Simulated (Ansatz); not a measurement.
Mulliken charges of Cl2H2MoN2, SMILES `[NH]=[Mo](=[NH])([Cl])[Cl]` from PBE/def2-TZVPP in Ansatz (PBE0-D4/def2-TZVP geometry).

```
atom   x (Å)   y (Å)   z (Å)  charge (e)
  N1  -1.057   0.583   0.838      -0.496
 Mo2  -0.090   0.063  -0.475       1.188
  N3   1.282  -0.755   0.141      -0.496
 Cl4  -1.301  -1.421  -1.689      -0.293
 Cl5   0.635   1.905  -1.582      -0.293
  H6  -1.261   0.670   1.825       0.196
  H7   1.853  -1.112   0.897       0.196
```

Problem. By hand: the dipole of these point charges (1 e Å = 4.8032 D).

Solution. Σ q r = (0.093, -0.068, 0.442) e Å, of length 0.457 e Å = 2.20 D.

Problem. How does the dipole of the full density compare? (An estimate is asked.)

Solution. Ansatz gave: (0.135, -0.099, 0.640) e Å, 3.18 D; the point charges give 0.69 times that, at 0° from its direction.

Point charges leave out the atoms' own dipoles, such as those of lone pairs, and Mulliken's split depends on the basis, so the two needn't agree.
